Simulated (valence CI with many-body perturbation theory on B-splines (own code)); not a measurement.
E1 line list for Gd31+

Computed by valence CI with perturbative core correlation (CI+MBPT): five valence electrons over a frozen Dirac-Fock core [Ar] 3d10, a basis of 11 s, 11 p, 10 d, 8 f, 5 g, 2 h functions for each j, with the one-electron correlation potential Σ1, the two-electron term Σ2, the three-electron term Σ3, Breit, model QED; selected CI, second order for the rest, scaled by the run's own slope (own B-spline code, finite nucleus).

No measured spectrum was set against this ion. As an estimate, large intervals hold to a few tenths of a per cent, small ones and those within an open d or f shell to about a per cent. Among the levels kept, up to 2000 cm⁻¹ of a level comes from second order outside the variational space, and about a tenth of that is noise between levels of different J, which matters for small intervals.

Lines 101 to 150 of 546 in falling wavelength, among levels below 2848200 cm⁻¹, chosen from the strongest by gf and those to the six lowest levels. Wavelengths and rates use the calculated energies. Electric multipoles are in the length gauge, E1 and E2 with the static RPA response of the core. Weak lines are less certain than strong ones. Lines between different terms over intervals too small for the method are left out, as are lines whose strength nearly cancels. Where a level lies close to another of its J and parity, the split of strength between their lines is uncertain. The highest levels of a list are the least certain.

Levels are named by their leading jj configuration (3d3/2^4 stands for four electrons in 3d with j = 3/2), which in mixed levels can hold well under half, so a name can repeat and another be missing. Letters in brackets count levels of one name in rising energy.

```tsv
λ vac (Å)	Upper	Lower	A (s⁻¹)	log gf	Branch %
99.21	(4s 4p1/2 4p3/2^2 4d5/2) J=5/2 [h]	(4s^2 4p1/2 4p3/2 4d5/2) J=7/2 [b]	6.04e+10	-0.27	10.5
99.11	(4s 4p1/2 4p3/2^2 4d3/2) J=5/2 [e]	(4s^2 4p1/2 4p3/2 4d3/2) J=7/2	4.62e+10	-0.39	18.7
99.08	(4s 4p1/2^2 4p3/2 4d3/2) J=3/2 [b]	(4s 4p1/2^2 4p3/2^2) J=5/2	5.86e+09	-1.46	6.3
98.99	(4s 4p1/2 4p3/2^2 4d5/2) J=5/2 [b]	(4s^2 4p1/2 4p3/2 4d5/2) J=7/2 [a]	2.09e+10	-0.74	7.7
98.91	(4s^2 4p1/2 4d5/2^2) J=9/2	(4s^2 4p1/2 4p3/2 4d5/2) J=7/2 [b]	3.72e+10	-0.26	34.8
98.77	(4s 4p1/2 4p3/2^2 4d5/2) J=7/2 [b]	(4s^2 4p1/2 4p3/2 4d5/2) J=7/2 [a]	3.26e+10	-0.42	22.7
98.72	(4s 4p1/2^2 4p3/2 4d3/2) J=5/2 [b]	(4s^2 4p1/2^2 4d3/2) J=3/2	3.35e+10	-0.53	33.8
98.72	(4s 4p1/2 4p3/2^2 4d5/2) J=3/2 [f]	(4s^2 4p1/2 4p3/2 4d5/2) J=5/2 [b]	7.94e+10	-0.33	11.4
98.64	(4s 4p1/2 4p3/2^2 4d5/2) J=5/2 [e]	(4s^2 4p1/2 4p3/2 4d3/2) J=5/2 [c]	2.79e+10	-0.61	8.2
98.33	(4s^2 4p3/2 4d5/2^2) J=11/2	(4s^2 4p3/2^2 4d5/2) J=9/2	1.96e+10	-0.47	8.1
97.76	(4s 4p1/2 4p3/2^2 4d5/2) J=5/2 [c]	(4s^2 4p1/2 4p3/2 4d5/2) J=7/2 [a]	4.57e+10	-0.41	14.8
97.60	(4s 4p1/2 4p3/2^3) J=3/2 [b]	(4s^2 4p1/2 4p3/2^2) J=5/2	1.12e+11	-0.19	28.7
97.52	(4s^2 4p1/2 4d3/2 4d5/2) J=7/2 [a]	(4s^2 4p1/2 4p3/2 4d3/2) J=7/2	4.28e+10	-0.31	36.0
97.51	(4s 4p1/2 4p3/2^2 4d3/2) J=3/2 [d]	(4s^2 4p1/2 4p3/2 4d3/2) J=1/2 [a]	4.08e+10	-0.63	11.8
97.49	(4s 4p1/2 4p3/2^2 4d5/2) J=7/2 [d]	(4s^2 4p1/2 4p3/2 4d5/2) J=9/2	1.18e+11	0.13	41.7
97.47	(4s 4p1/2 4p3/2^2 4d5/2) J=3/2 [e]	(4s^2 4p1/2 4p3/2 4d5/2) J=5/2 [a]	4.61e+10	-0.58	7.6
97.34	(4s^2 4p1/2 4d3/2 4d5/2) J=9/2	(4s^2 4p1/2 4p3/2 4d3/2) J=7/2	3.36e+10	-0.32	68.0
97.30	(4s 4p1/2^2 4p3/2^2) J=3/2	(4s^2 4p1/2^2 4p3/2) J=3/2	1.55e+11	-0.05	91.0
97.24	(4s 4p3/2^3 4d5/2) J=3/2 [b]	(4s^2 4p3/2^2 4d3/2) J=5/2	3.94e+10	-0.65	5.6
97.11	(4s^2 4p1/2 4d3/2^2) J=3/2 [b]	(4s^2 4p1/2 4p3/2 4d3/2) J=3/2 [b]	2.89e+10	-0.79	4.4
96.95	(4s 4p1/2 4p3/2^2 4d5/2) J=5/2 [h]	(4s^2 4p1/2 4p3/2 4d5/2) J=5/2 [a]	2.03e+10	-0.77	3.5
96.93	(4s 4p1/2^2 4p3/2 4d5/2) J=3/2 [a]	(4s 4p1/2^2 4p3/2^2) J=5/2	4.79e+10	-0.57	52.5
96.88	(4s 4p1/2 4p3/2^2 4d3/2) J=3/2 [d]	(4s^2 4p1/2 4p3/2 4d3/2) J=5/2 [a]	5.32e+10	-0.52	15.4
96.69	(4s 4p1/2 4p3/2^3) J=1/2	(4s^2 4p1/2 4p3/2^2) J=3/2	1.03e+11	-0.54	40.1
96.39	(4s 4p1/2 4p3/2^2 4d3/2) J=5/2 [d]	(4s^2 4p1/2 4p3/2 4d3/2) J=5/2 [a]	2.23e+10	-0.73	10.0
96.37	(4s 4p1/2 4p3/2^2 4d5/2) J=7/2 [e]	(4s^2 4p1/2 4p3/2 4d5/2) J=9/2	5.82e+10	-0.19	27.4
96.29	(4s 4p1/2 4p3/2^2 4d5/2) J=7/2 [c]	(4s^2 4p1/2 4p3/2 4d5/2) J=7/2 [a]	3.93e+10	-0.36	14.0
96.27	(4s 4p3/2^3 4d5/2) J=3/2 [b]	(4s^2 4p3/2^2 4d3/2) J=1/2	2.68e+10	-0.83	3.8
96.26	(4s 4p3/2^3 4d5/2) J=5/2 [b]	(4s^2 4p3/2^2 4d3/2) J=7/2	6.96e+10	-0.24	12.4
96.20	(4s^2 4p1/2 4p3/2 4d3/2) J=5/2 [c]	(4s^2 4p1/2 4p3/2^2) J=5/2	2.15e+09	-1.75	0.4
96.06	(4s 4p1/2^2 4p3/2 4d3/2) J=1/2 [b]	(4s^2 4p1/2^2 4d3/2) J=3/2	1.45e+11	-0.40	80.3
95.47	(4s^2 4p3/2^2 4f5/2) J=9/2	(4s^2 4p3/2^2 4d3/2) J=7/2	4.19e+10	-0.24	9.2
95.35	(4s^2 4p3/2 4d3/2 4d5/2) J=5/2 [b]	(4s^2 4p3/2^2 4d3/2) J=5/2	3.32e+10	-0.57	4.0
95.26	(4s 4p1/2 4p3/2^2 4d3/2) J=5/2 [e]	(4s^2 4p1/2 4p3/2 4d3/2) J=3/2 [a]	4.44e+10	-0.44	18.0
95.05	(4s 4p1/2^2 4p3/2 4d5/2) J=5/2 [b]	(4s 4p1/2^2 4p3/2^2) J=3/2	6.02e+10	-0.31	21.7
95.02	(4s^2 4p3/2 4d3/2^2) J=7/2	(4s^2 4p3/2^2 4d5/2) J=9/2	2.70e+10	-0.53	2.7
94.84	(4s 4p1/2 4p3/2^2 4d5/2) J=9/2 [c]	(4s^2 4p1/2 4p3/2 4d5/2) J=9/2	1.21e+11	0.21	65.4
94.53	(4s^2 4p1/2 4p3/2 4d5/2) J=3/2 [a]	(4s^2 4p1/2 4p3/2^2) J=1/2	3.08e+09	-1.78	0.6
94.50	(4s^2 4p1/2 4d3/2 4d5/2) J=7/2 [b]	(4s^2 4p1/2 4p3/2 4d5/2) J=5/2 [a]	1.46e+10	-0.81	2.4
94.39	(4s 4p1/2 4p3/2^2 4d5/2) J=5/2 [e]	(4s^2 4p1/2 4p3/2 4d5/2) J=7/2 [a]	2.51e+10	-0.70	7.3
94.38	(4s 4p1/2^2 4p3/2 4d5/2) J=3/2 [c]	(4s 4p1/2^2 4p3/2^2) J=3/2	1.58e+11	-0.07	67.5
94.37	(4s 4p1/2 4p3/2^3) J=3/2 [b]	(4s^2 4p1/2 4p3/2^2) J=3/2	3.83e+10	-0.69	9.8
94.29	(4s^2 4p3/2 4d3/2 4d5/2) J=5/2 [c]	(4s^2 4p3/2^2 4d3/2) J=7/2	5.59e+10	-0.35	8.0
94.20	(4s 4p1/2^2 4p3/2 4d3/2) J=5/2 [b]	(4s 4p1/2^2 4p3/2^2) J=5/2	2.65e+10	-0.67	26.7
94.10	(4s 4p1/2 4p3/2^2 4d5/2) J=5/2 [c]	(4s^2 4p1/2 4p3/2 4d3/2) J=7/2	4.63e+10	-0.43	15.0
94.04	(4s^2 4p1/2 4p3/2 4f7/2) J=9/2 [a]	(4s^2 4p1/2 4p3/2 4d5/2) J=7/2 [b]	1.78e+10	-0.63	4.4
94.04	(4s 4p1/2 4p3/2^2 4d5/2) J=1/2 [c]	(4s^2 4p1/2 4p3/2 4d5/2) J=3/2 [a]	2.03e+11	-0.27	25.5
93.98	(4s^2 4p1/2 4d3/2^2) J=3/2 [a]	(4s^2 4p1/2 4p3/2 4d3/2) J=5/2 [b]	3.03e+10	-0.79	4.2
93.91	(4s^2 4p3/2 4d3/2^2) J=7/2	(4s^2 4p3/2^2 4d5/2) J=7/2	2.50e+10	-0.58	2.5
93.62	(4s^2 4p3/2 4d5/2^2) J=7/2	(4s^2 4p3/2^2 4d3/2) J=7/2	2.90e+10	-0.52	5.7
```

How does gf follow from A for the line at 94.38 Å?

gf = 1.4992 × (2J+1)_upper × A / σ², with σ = 1059530 cm⁻¹ and 2J+1 = 4: gf = 0.842.
